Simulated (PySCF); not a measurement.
C$_{3}$H$_{5}$, doublet, at a GFN2-xTB geometry, atoms displaced at random by about 0.05 Å a coordinate; PBE/6-31G in PySCF.

The PySCF input:
```python
from pyscf import gto, scf, dft
from pyscf.geomopt import geometric_solver

mol = gto.Mole()
mol.atom = '''
    C     1.31908493    0.23424466    0.02086067
    C    -0.01249587    0.36915922    0.04054732
    H     1.82684477   -0.64151068    0.00846242
    H     1.94077217    1.05279560   -0.07618843
    C    -1.19458254   -0.38568517    0.01832974
    H    -1.04665882   -1.39481388    0.00159880
    H    -1.72291151   -0.14145549    0.91030945
    H    -1.70252360   -0.23243894   -0.88296115
'''
mol.basis = '6-31g'
mol.spin = 1
mol.verbose = 3
mol.build()

def method(m):
    mf = dft.UKS(m)
    mf.xc = 'pbe'
    return mf

conv, mol_eq = geometric_solver.kernel(method(mol), maxsteps=100, trust=0.02, tmax=0.3)
print('optimisation converged:', conv)
print(mol_eq.tostring(format='xyz'))
mf = method(mol_eq)
mf.kernel()
```

Q: Write the output that PySCF gives for this input, abridged.

A: 
```
Custom engine selected.
Bonds will be generated from interatomic distances less than 1.20 times sum of covalent radii
24 internal coordinates being used (instead of 24 Cartesians)
Internal coordinate system (atoms numbered from 1):
Distance 1-2
Distance 1-3
Distance 1-4
Distance 2-5
Distance 5-6
Distance 5-7
Distance 5-8
Angle 2-1-4
Angle 3-1-4
Angle 1-2-5
Angle 2-5-6
Angle 2-5-7
Angle 2-5-8
Angle 6-5-7
Angle 6-5-8
Angle 7-5-8
Out-of-Plane 1-2-3-4
Dihedral 3-1-2-5
Dihedral 4-1-2-5
Dihedral 1-2-5-6
Dihedral 1-2-5-7
Dihedral 1-2-5-8
Translation-X 1-8
Translation-Y 1-8
Translation-Z 1-8
Rotation-A 1-8
Rotation-B 1-8
Rotation-C 1-8
<class 'geometric.internal.Distance'> : 7
<class 'geometric.internal.Angle'> : 9
<class 'geometric.internal.OutOfPlane'> : 1
<class 'geometric.internal.Dihedral'> : 5
<class 'geometric.internal.TranslationX'> : 1
<class 'geometric.internal.TranslationY'> : 1
<class 'geometric.internal.TranslationZ'> : 1
<class 'geometric.internal.RotationA'> : 1
<class 'geometric.internal.RotationB'> : 1
<class 'geometric.internal.RotationC'> : 1
> ===== Optimization Info: ====
> Job type: Energy minimization
> Maximum number of optimization cycles: 100
> Initial / maximum trust radius (Angstrom): 0.020 / 0.300
> Convergence Criteria:
> Will converge when all 5 criteria are reached:
>  |Delta-E| < 1.00e-06
>  RMS-Grad  < 3.00e-04
>  Max-Grad  < 4.50e-04
>  RMS-Disp  < 1.20e-03
>  Max-Disp  < 1.80e-03
> === End Optimization Info ===

Geometry optimization cycle 1
Cartesian coordinates (Angstrom)
 Atom        New coordinates             dX        dY        dZ
   C   1.319085   0.234245   0.020861    0.000000  0.000000  0.000000
   C  -0.012496   0.369159   0.040547    0.000000  0.000000  0.000000
   H   1.826845  -0.641511   0.008462    0.000000  0.000000  0.000000
   H   1.940772   1.052796  -0.076188   -0.000000  0.000000  0.000000
   C  -1.194583  -0.385685   0.018330    0.000000  0.000000  0.000000
   H  -1.046659  -1.394814   0.001599    0.000000  0.000000  0.000000
   H  -1.722912  -0.141455   0.910309    0.000000  0.000000  0.000000
   H  -1.702524  -0.232439  -0.882961    0.000000  0.000000  0.000000

WARN: Mole.unit (angstrom) is changed to Bohr

converged SCF energy = -117.007486819074  <S^2> = 0.75918728  2S+1 = 2.0091663
--------------- UKS_Scanner gradients ---------------
         x                y                z
0 C     0.0705384896    -0.0309942279     0.0000668364
1 C    -0.0672360784    -0.0210338721     0.0058556304
2 H    -0.0303561108     0.0686725386    -0.0010524142
3 H    -0.0284333972    -0.0438890588     0.0007467216
4 C     0.0084487102    -0.0259724309    -0.0148289268
5 H    -0.0156940370     0.0728614345    -0.0061837545
6 H     0.0292264638    -0.0035603902    -0.0150049312
7 H     0.0335057199    -0.0160897029     0.0304039443
----------------------------------------------
cycle 1: E = -117.007486819  dE = -117.007  norm(grad) = 0.171069
Step    0 : Gradient = 6.048e-02/7.705e-02 (rms/max) Energy = -117.0074868191
[...]
Geometry optimization cycle 2
Cartesian coordinates (Angstrom)
 Atom        New coordinates             dX        dY        dZ
   C   1.326824   0.243864   0.019943    0.007739  0.009619 -0.000918
   C  -0.001349   0.377011   0.040365    0.011147  0.007852 -0.000182
   H   1.832080  -0.659828   0.008157    0.005235 -0.018317 -0.000305
   H   1.962334   1.072551  -0.076979    0.021562  0.019756 -0.000790
   C  -1.201082  -0.385507   0.019863   -0.006499  0.000178  0.001534
   H  -1.046769  -1.417074   0.005640   -0.000110 -0.022260  0.004041
   H  -1.743563  -0.142557   0.914501   -0.020652 -0.001102  0.004192
   H  -1.720944  -0.228146  -0.890543   -0.018420  0.004293 -0.007582
converged SCF energy = -117.018625560344  <S^2> = 0.75911838  2S+1 = 2.0090977
--------------- UKS_Scanner gradients ---------------
         x                y                z
0 C     0.0493500389    -0.0215365277     0.0014208643
1 C    -0.0481999356    -0.0141627642     0.0054312778
2 H    -0.0203811690     0.0484416113    -0.0011397858
3 H    -0.0202948553    -0.0312678526    -0.0004476559
4 C     0.0020800401    -0.0167007469    -0.0103974861
5 H    -0.0123839684     0.0513227258    -0.0057979952
6 H     0.0237317487    -0.0025235873    -0.0098566033
7 H     0.0260993029    -0.0135818810     0.0207894902
----------------------------------------------
cycle 2: E = -117.01862556  dE = -0.0111387  norm(grad) = 0.121592
Step    1 : Displace = 1.928e-02/2.925e-02 (rms/max) Trust = 2.000e-02 (=) Grad = 4.299e-02/5.386e-02 (rms/max) E (change) = -117.0186255603 (-1.114e-02) Quality = 0.978
[...]
Geometry optimization cycle 3
Cartesian coordinates (Angstrom)
 Atom        New coordinates             dX        dY        dZ
   C   1.338600   0.256289   0.015918    0.011776  0.012426 -0.004025
   C   0.016071   0.387909   0.038278    0.017420  0.010897 -0.002087
   H   1.839463  -0.686329   0.007027    0.007383 -0.026501 -0.001131
   H   1.994058   1.099965  -0.076418    0.031724  0.027413  0.000561
   C  -1.208849  -0.385171   0.022407   -0.007767  0.000336  0.002544
   H  -1.038706  -1.447679   0.015787    0.008063 -0.030604  0.010147
   H  -1.781868  -0.146345   0.916625   -0.038305 -0.003788  0.002124
   H  -1.751274  -0.218173  -0.898685   -0.030330  0.009973 -0.008142
converged SCF energy = -117.029147126336  <S^2> = 0.75899088  2S+1 = 2.0089708
--------------- UKS_Scanner gradients ---------------
         x                y                z
0 C     0.0227422195    -0.0106325846     0.0027286461
1 C    -0.0220927574    -0.0064240540     0.0041935933
2 H    -0.0095508914     0.0239912481    -0.0010958454
3 H    -0.0096995149    -0.0150613968    -0.0017254837
4 C    -0.0033256259    -0.0064346687    -0.0048343968
5 H    -0.0074523686     0.0248826524    -0.0045437192
6 H     0.0143601922    -0.0011985867    -0.0028320400
7 H     0.0150214813    -0.0091307384     0.0081105954
----------------------------------------------
[...]
Step    2 : Displace = 2.957e-02/4.192e-02 (rms/max) Trust = 2.828e-02 (+) Grad = 2.103e-02/2.637e-02 (rms/max) E (change) = -117.0291471263 (-1.052e-02) Quality = 1.036
converged SCF energy = -117.033980146693  <S^2> = 0.7589038  2S+1 = 2.0088841
Step    3 : Displace = 4.068e-02/5.482e-02 (rms/max) Trust = 4.000e-02 (+) Grad = 3.614e-03/4.940e-03 (rms/max) E (change) = -117.0339801467 (-4.833e-03) Quality = 1.081
converged SCF energy = -117.034193941042  <S^2> = 0.75890193  2S+1 = 2.0088822
Step    4 : Displace = 1.279e-02/1.826e-02 (rms/max) Trust = 5.657e-02 (+) Grad = 6.094e-04/1.069e-03 (rms/max) E (change) = -117.0341939410 (-2.138e-04) Quality = 1.090
converged SCF energy = -117.034202021718  <S^2> = 0.75891541  2S+1 = 2.0088956
Step    5 : Displace = 2.937e-03/4.347e-03 (rms/max) Trust = 8.000e-02 (+) Grad = 2.797e-04/4.780e-04 (rms/max) E (change) = -117.0342020217 (-8.081e-06) Quality = 1.243
converged SCF energy = -117.034206164172  <S^2> = 0.75891839  2S+1 = 2.0088986
Step    6 : Displace = 4.364e-03/7.206e-03 (rms/max) Trust = 1.131e-01 (+) Grad = 2.998e-04/4.851e-04 (rms/max) E (change) = -117.0342061642 (-4.142e-06) Quality = 1.097
converged SCF energy = -117.034209392493  <S^2> = 0.75892335  2S+1 = 2.0089035
Step    7 : Displace = 4.142e-03/6.832e-03 (rms/max) Trust = 1.600e-01 (+) Grad = 2.750e-04/5.968e-04 (rms/max) E (change) = -117.0342093925 (-3.228e-06) Quality = 1.463
converged SCF energy = -117.03421236039  <S^2> = 0.75892527  2S+1 = 2.0089054
[...]
3 H    -0.0000515356    -0.0001024831     0.0000038438
4 C     0.0001952043    -0.0001559646    -0.0001975654
5 H    -0.0000309055     0.0001484326     0.0000367567
6 H    -0.0000361979     0.0000093224     0.0000448943
7 H     0.0000193392    -0.0000416543     0.0000478028
----------------------------------------------
cycle 9: E = -117.03421236  dE = -2.9679e-06  norm(grad) = 0.000520432
Step    8 : Displace = 6.718e-03/1.203e-02 (rms/max) Trust = 2.263e-01 (+) Grad = 1.840e-04/3.185e-04 (rms/max) E (change) = -117.0342123604 (-2.968e-06) Quality = 1.300
[...]
Geometry optimization cycle 10
Cartesian coordinates (Angstrom)
 Atom        New coordinates             dX        dY        dZ
   C   1.349446   0.270457  -0.010161   -0.000036  0.000358  0.000521
   C   0.031453   0.411500  -0.007126   -0.000089 -0.000486 -0.002610
   H   1.837912  -0.720609   0.010998    0.000610  0.000876  0.006440
   H   2.033343   1.127243  -0.033783   -0.000623  0.000849 -0.002984
   C  -1.205927  -0.389124   0.016081   -0.000490 -0.000194 -0.000404
   H  -0.990752  -1.480079   0.045477   -0.000636 -0.000443 -0.003793
   H  -1.826803  -0.151887   0.899636    0.002474 -0.001769  0.001899
   H  -1.828527  -0.200184  -0.877815   -0.002771  0.001970  0.001626
converged SCF energy = -117.034213444867  <S^2> = 0.75892347  2S+1 = 2.0089037
--------------- UKS_Scanner gradients ---------------
         x                y                z
0 C     0.0000768941    -0.0001500425    -0.0000187630
1 C    -0.0000404321     0.0001963596     0.0000630193
2 H    -0.0000195847     0.0000870279     0.0000008184
3 H    -0.0000256116    -0.0000580461    -0.0000145757
4 C    -0.0000512227    -0.0001203988    -0.0000434903
5 H    -0.0000026619     0.0000823083    -0.0000022963
6 H     0.0000248726    -0.0000094524    -0.0000117484
7 H     0.0000440975    -0.0000317523     0.0000234283
----------------------------------------------
cycle 10: E = -117.034213445  dE = -1.08448e-06  norm(grad) = 0.000339533
Step    9 : Displace = 3.557e-03/6.391e-03 (rms/max) Trust = 3.000e-01 (+) Grad = 1.200e-04/2.102e-04 (rms/max) E (change) = -117.0342134449 (-1.084e-06) Quality = 1.444
[...]
Geometry optimization cycle 11
Cartesian coordinates (Angstrom)
 Atom        New coordinates             dX        dY        dZ
   C   1.349604   0.270793  -0.009955    0.000159  0.000336  0.000206
   C   0.031524   0.410424  -0.008708    0.000070 -0.001077 -0.001583
   H   1.839162  -0.719738   0.014227    0.001250  0.000871  0.003229
   H   2.032547   1.128426  -0.034800   -0.000796  0.001183 -0.001017
   C  -1.206340  -0.389430   0.015857   -0.000414 -0.000306 -0.000224
   H  -0.992084  -1.480743   0.043718   -0.001332 -0.000663 -0.001759
   H  -1.825513  -0.152389   0.900610    0.001290 -0.000502  0.000974
   H  -1.830228  -0.199009  -0.876896   -0.001701  0.001175  0.000919
converged SCF energy = -117.034213951503  <S^2> = 0.75892072  2S+1 = 2.0089009
--------------- UKS_Scanner gradients ---------------
         x                y                z
0 C     0.0000329113    -0.0000901989    -0.0000174444
1 C     0.0000529963     0.0001091997     0.0000114644
2 H    -0.0000227185     0.0000484929     0.0000083523
3 H     0.0000001457    -0.0000053576    -0.0000057495
4 C    -0.0001384026    -0.0000596782     0.0000506268
5 H     0.0000151883     0.0000088452    -0.0000155205
6 H     0.0000343426    -0.0000078727    -0.0000324268
7 H     0.0000317955    -0.0000075079    -0.0000030113
----------------------------------------------
cycle 11: E = -117.034213952  dE = -5.06637e-07  norm(grad) = 0.000237878
Step   10 : Displace = 2.003e-03/3.408e-03 (rms/max) Trust = 3.000e-01 (=) Grad = 8.410e-05/1.590e-04 (rms/max) E (change) = -117.0342139515 (-5.066e-07) Quality = 1.408
[...]
Geometry optimization cycle 12
Cartesian coordinates (Angstrom)
 Atom        New coordinates             dX        dY        dZ
   C   1.349659   0.271030  -0.009781    0.000055  0.000237  0.000174
   C   0.031521   0.409783  -0.009014   -0.000003 -0.000641 -0.000306
   H   1.839954  -0.719223   0.014581    0.000792  0.000515  0.000354
   H   2.032006   1.129174  -0.034614   -0.000541  0.000748  0.000186
   C  -1.206498  -0.389604   0.015784   -0.000158 -0.000175 -0.000074
   H  -0.992911  -1.481092   0.043629   -0.000827 -0.000349 -0.000089
   H  -1.825353  -0.152254   0.900745    0.000161  0.000135  0.000135
   H  -1.830724  -0.198809  -0.876699   -0.000496  0.000200  0.000198
converged SCF energy = -117.034214076815  <S^2> = 0.75891888  2S+1 = 2.0088991
--------------- UKS_Scanner gradients ---------------
         x                y                z
0 C     0.0000068415    -0.0000247178    -0.0000008283
1 C     0.0000517194     0.0000356984    -0.0000032984
2 H    -0.0000097154     0.0000073720     0.0000021843
3 H     0.0000043230     0.0000078918    -0.0000045112
4 C    -0.0000809841    -0.0000225271     0.0000364595
5 H     0.0000119217    -0.0000121076    -0.0000076977
6 H     0.0000150521     0.0000008372    -0.0000166320
7 H     0.0000070828     0.0000033790    -0.0000094000
----------------------------------------------
cycle 12: E = -117.034214077  dE = -1.25312e-07  norm(grad) = 0.000119459
Step   11 : Displace = 6.327e-04/9.272e-04 (rms/max) Trust = 3.000e-01 (=) Grad = 4.224e-05/9.163e-05 (rms/max) E (change) = -117.0342140768 (-1.253e-07) Quality = 1.397
[...]
Converged! =D

optimisation converged: True
8
XYZ from PySCF
C           1.34965935        0.27102984       -0.00978055
C           0.03152060        0.40978287       -0.00901386
H           1.83995380       -0.71922344        0.01458096
H           2.03200560        1.12917360       -0.03461427
C          -1.20649817       -0.38960415        0.01578384
H          -0.99291072       -1.48109165        0.04362948
H          -1.82535276       -0.15225355        0.90074513
H          -1.83072404       -0.19880884       -0.87669859

converged SCF energy = -117.034214076866  <S^2> = 0.75891886  2S+1 = 2.0088991
```
